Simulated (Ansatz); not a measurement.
Molecule: difluoro(dimethyl)germane, C2H6F2Ge (charge 0, singlet). 
Structure (B3LYP-D3(BJ)/def2-TZVP (Ansatz, a program for electronic structure) minimum search):
```xyz
11

C      1.7168    -0.8963    -0.2090
Ge     0.0006    -0.0193    -0.0034
C     -1.6619    -1.0085    -0.1233
F      0.0121     0.8091     1.5363
F     -0.0722     1.2792    -1.1719
H      1.7847    -1.3578    -1.1936
H      2.5071    -0.1546    -0.1049
H      1.8392    -1.6616     0.5566
H     -2.4934    -0.3207     0.0220
H     -1.7489    -1.4751    -1.1039
H     -1.6945    -1.7789     0.6463
```
Charge 0, spin multiplicity 1.

Quantity: vertical triplet-singlet gap (E(triplet) - E(singlet); each state is the SCF solution reached for its spin), in kJ/mol. Correlated levels leave the core frozen unless marked. Open shells are spin-unrestricted. Spin-orbit coupling is left out. Frozen are the shells of the preceding noble gas and the d and f shells that filled before the atom's block. No relativistic terms. CBS(X,Y): correlation extrapolated as X^-3; Hartree-Fock from the larger set. [CCSD(T)-MP2]/basis is that difference in the basis named.

```tsv
level	program	vertical triplet-singlet gap (kJ/mol)
HF/aug-cc-pVTZ	Ansatz	747.3
HF/aug-cc-pVQZ	Ansatz	746.4
```

### Question
Estimate the value at RI-MP2/CBS(aug-cc-pVTZ,aug-cc-pVQZ)+[CCSD(T)-MP2]/aug-cc-pVTZ as computed with Ansatz.

### Answer
753.0 kJ/mol
